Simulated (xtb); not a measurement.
GaO, doublet, at a GFN2-xTB geometry (such geometries of metal compounds can be far from the true shape).

The xtb input:
```
$ xtb mol.xyz --gfn 2 --uhf 1 --etemp 3000 --json

# file mol.xyz
2

Ga    -0.00000000    -0.00000000    -0.33770072
O      0.00000000     0.00000000     1.30859028
```

Task: What does this run give for the partial charges in atom order, dipole moment, total energy (a free energy at this electronic temperature)?

Result: 
The partial charges in atom order is Ga1 0.39, O2 -0.39 and the dipole moment is 5.00 D. The total energy (a free energy at this electronic temperature) is -5.2424 Eh.
